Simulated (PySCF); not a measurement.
**How methods differ on the excitation energy of Ge²⁺**

Ge²⁺ [Ar] 3d10 4s2 (1S) → Ge²⁺ [Ar] 3d10 4s1 4p1 (3P), as a difference of total energies. Calculation: PySCF 2.14, in aug-cc-pVQZ-DK (8s7p5d3f2g, 93 functions); the spin-free X2C one-electron Hamiltonian (Gaussian nucleus). Correlated levels: valence: [Ar] 3d10 frozen. The calculations carry no spin-orbit coupling.

```
           method  excitation energy (cm⁻¹)
              UHF                     51735
              LDA                     68330
              PBE                     66248
             PBE0                     63218
           r2SCAN                     61626
             BLYP                     68575
        CAM-B3LYP                     65912
           B2PLYP                     63375
          LC-wPBE                     61739
    MP2 (valence)                     57734
SCS-MP2 (valence)                     59433
```

A first-order spin-orbit estimate (lowest level to lowest level, LS coupling) adds -0.180 eV.
